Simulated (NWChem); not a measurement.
All runs are NWChem calculations. System: iodoethane (C₂H₅I), charge 0, spin multiplicity 1, at a geometry optimised with B3LYP/def2-SVP with def2 effective core potentials on I. Level: CR-CCSD(T)/def2-SVP with def2 effective core potentials on I, 6 core orbitals frozen.

NWChem printed:

```
             Northwest Computational Chemistry Package (NWChem) 7.3.0
             --------------------------------------------------------

                                NWChem Input Module
                                -------------------

 Scaling coordinates for geometry "geometry" by  1.889725989
 (inverse scale =  0.529177249)

 Turning off AUTOSYM since
 SYMMETRY directive was detected!

                             Geometry "geometry" -> ""
                             -------------------------

 Output coordinates in angstroms (scale by  1.889725989 to convert to a.u.)

  No.       Tag          Charge          X              Y              Z
 ---- ---------------- ---------- -------------- -------------- --------------
    1 C                    6.0000     2.44990300     0.38884800     0.00000000
    2 C                    6.0000     1.12105700     1.11735200     0.00000000
    3 I                   53.0000    -0.59961300    -0.24808900     0.00000000
    4 H                    1.0000     2.56830500    -0.24537500     0.89136700
    5 H                    1.0000     3.26870100     1.13059700     0.00000000
    6 H                    1.0000     2.56830500    -0.24537500    -0.89136700
    7 H                    1.0000     0.97420400     1.73584000     0.89423600
    8 H                    1.0000     0.97420400     1.73584000    -0.89423600

 Effective nuclear repulsion energy (a.u.)     212.0428958484

            Nuclear Dipole moment (a.u.)
            ----------------------------
        X                 Y               Z
 ---------------- ---------------- ----------------
    -0.0000188973     0.0000188973     0.0000000000

      Symmetry information
      --------------------

 Group name             Cs
 Group number              2
 Group order               2
 No. of unique centers     6

      Symmetry unique atoms

     1    2    3    4    5    7


 Summary of "ao basis" -> "" (spherical)
 ------------------------------------------------------------------------------
       Tag                 Description            Shells   Functions and Types
 ---------------- ------------------------------  ------  ---------------------
 *                          def2-svp                  on all atoms

 Summary of "ao basis" -> "ao basis" (spherical)
 ------------------------------------------------------------------------------
       Tag                 Description            Shells   Functions and Types
[...]
            -------------------
      Number of processors :     1
         Wavefunction type : Restricted Hartree-Fock
          No. of electrons :    42
           Alpha electrons :    21
            Beta electrons :    21
           No. of orbitals :   158
            Alpha orbitals :    79
             Beta orbitals :    79
        Alpha frozen cores :     6
         Beta frozen cores :     6
     Alpha frozen virtuals :     0
      Beta frozen virtuals :     0
         Spin multiplicity : singlet
    Number of AO functions :    79
       Number of AO shells :    37
        Use of symmetry is : on
      Symmetry adaption is : on
         Schwarz screening : 0.10D-09

          Correlation Information
          -----------------------
          Calculation type : Coupled-cluster singles & doubles w/ perturbation
   Perturbative correction : Completely renormalized (T)
            Max iterations :      100
        Residual threshold : 0.10D-05
     T(0) DIIS level shift : 0.00D+00
     L(0) DIIS level shift : 0.00D+00
     T(1) DIIS level shift : 0.00D+00
     L(1) DIIS level shift : 0.00D+00
     T(R) DIIS level shift : 0.00D+00
     T(I) DIIS level shift : 0.00D+00
   CC-T/L Amplitude update :  5-th order DIIS
                I/O scheme : Global Array Library
        L-threshold :  0.10D-05
        EOM-threshold :  0.10D-05
 no EOMCCSD initial starts read in
 TCE RESTART OPTIONS
 SLICE:      F
 D4D5:       F
 quantumc:   F
 qrotation:  F
 pwtce:      F
 qducc:      F
 nacto:                         0
 nrotv:                         0
 nrot:                          0

            Memory Information
            ------------------
          Available GA space size is     249030559 doubles
          Available MA space size is     104847372 doubles

 Maximum block size supplied by input
 Maximum block size        24 doubles

 tile_dim =     21

 -------------------------------------------------
   1    alpha     a'    10 doubles       0       1
   2    alpha     a"     5 doubles      10       2
   3    beta      a'    10 doubles      15       1
   4    beta      a"     5 doubles      25       2
   5    alpha     a'    18 doubles      30       5
   6    alpha     a'    19 doubles      48       6
   7    alpha     a"    21 doubles      67       7
   8    beta      a'    18 doubles      88       5
   9    beta      a'    19 doubles     106       6
  10    beta      a"    21 doubles     125       7

 Global array virtual files algorithm will be used

 Parallel file system coherency ......... OK

 4-electron integrals stored in orbital form

 v2    file size   =          3386305
 4-index algorithm nr.  13 is used
 imaxsize =       30
 imaxsize ichop =        0


CCSD iterations
 ---------------------------------------------------------
 Iter          Residuum       Correlation     Cpu    Wall
 ---------------------------------------------------------
    1   0.1551225065249  -0.4135149138847     0.5     0.5
    2   0.0434770315057  -0.4399756205898     0.5     0.5
    3   0.0161139524582  -0.4477054268656     0.6     0.6
    4   0.0067554683289  -0.4496747531552     0.5     0.5
    5   0.0030328226137  -0.4504380363797     0.6     0.6
    6   0.0005717574458  -0.4508882260896     0.7     0.7
    7   0.0002283929010  -0.4509301115101     0.7     0.7
    8   0.0001059762898  -0.4509313249241     0.5     0.5
    9   0.0000556072161  -0.4509315997381     0.5     0.5
   10   0.0000292340464  -0.4509326731449     0.5     0.5
   11   0.0000062369501  -0.4509332648906     0.5     0.5
   12   0.0000028655190  -0.4509338024919     0.5     0.5
   13   0.0000017491315  -0.4509339180396     0.5     0.5
   14   0.0000011169216  -0.4509339537416     0.5     0.5
   15   0.0000007461617  -0.4509339633272     0.5     0.5
 -----------------------------------------------------------------
 Iterations converged
 CCSD correlation energy / hartree =        -0.450933963327201
 CCSD total energy / hartree       =      -375.691784992545820

 Singles contributions

 Doubles contributions
 CR-CCSD(T)

 CR-CCSD[T]  correction energy / hartree =        -0.010092968380368
 CR-CCSD[T] correlation energy / hartree =        -0.461026931707569
 CR-CCSD[T] total energy / hartree       =      -375.701877960926197
 CR-CCSD(T)  correction energy / hartree =        -0.009733801436859
 CR-CCSD(T) correlation energy / hartree =        -0.460667764764060
 CR-CCSD(T) total energy / hartree       =      -375.701518793982700

 Task  times  cpu:       80.5s     wall:       80.5s

 Total times  cpu:       80.6s     wall:       80.6s
```

Q: Write an NWChem input that would produce this output.

A: This is not unique; one that fits is 
```
start mol
memory heap 100 mb stack 700 mb global 1900 mb
geometry units angstroms nocenter noautoz
  C      2.449903     0.388848     0.000000
  C      1.121057     1.117352     0.000000
  I     -0.599613    -0.248089     0.000000
  H      2.568305    -0.245375     0.891367
  H      3.268701     1.130597     0.000000
  H      2.568305    -0.245375    -0.891367
  H      0.974204     1.735840     0.894236
  H      0.974204     1.735840    -0.894236
  symmetry group Cs
end
basis spherical
  * library def2-svp
end
ecp
  I library def2-ecp
end
scf
  rhf
  nopen 0
  maxiter 100
  thresh 1e-7
  semidirect memsize 60000000 filesize 0
end
tce
  freeze core 6
  cr-ccsd(t)
  2eorb
  2emet 13
  thresh 1e-6
  maxiter 100
  tilesize 24
end
task tce energy
```
